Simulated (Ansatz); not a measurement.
CH₂AlClOS (`S[CH]1[O][Al]1[Cl]`), relaxed with RKS PBE0-D4/def2-TZVP in Ansatz 0.2.0 from a PBE-D4/def2-SVP geometry. The force threshold is 0.005 eV/Å; the program also tests the step.

Total charge 0; spin multiplicity 1.

Start:

```xyz
7

S    -0.151    1.721    0.750
C    -0.475    0.195   -0.125
O     0.579   -0.288   -1.090
Al    0.568   -1.356    0.269
Cl    1.501   -3.071    1.000
H    -0.542    2.613   -0.216
H    -1.480    0.185   -0.589
```

```json
{"step": "1", "energy (eV)": "-33060.6220", "largest force (eV/Å)": "0.912", "largest move (Å)": "0.000"}
{"step": "2", "energy (eV)": "-33060.6628", "largest force (eV/Å)": "0.529", "largest move (Å)": "0.032"}
{"step": "3", "energy (eV)": "-33060.6740", "largest force (eV/Å)": "0.097", "largest move (Å)": "0.024"}
{"step": "4", "energy (eV)": "-33060.6747", "largest force (eV/Å)": "0.059", "largest move (Å)": "0.007"}
{"step": "5", "energy (eV)": "-33060.6749", "largest force (eV/Å)": "0.028", "largest move (Å)": "0.005"}
{"step": "6", "energy (eV)": "-33060.6749", "largest force (eV/Å)": "0.010", "largest move (Å)": "0.003"}
{"step": "7", "energy (eV)": "-33060.6749", "largest force (eV/Å)": "0.007", "largest move (Å)": "0.002"}
{"step": "8", "energy (eV)": "-33060.6749", "largest force (eV/Å)": "0.002", "largest move (Å)": "0.001"}
```

End:

```xyz
7

S    -0.163    1.707    0.742
C    -0.472    0.189   -0.104
O     0.577   -0.270   -1.071
Al    0.569   -1.336    0.241
Cl    1.469   -3.032    0.988
H    -0.524    2.572   -0.228
H    -1.456    0.169   -0.568
```

It took 58 s on 2 threads of an Arm Neoverse V1 on a shared host, with 0.48 GiB of host memory at the peak.
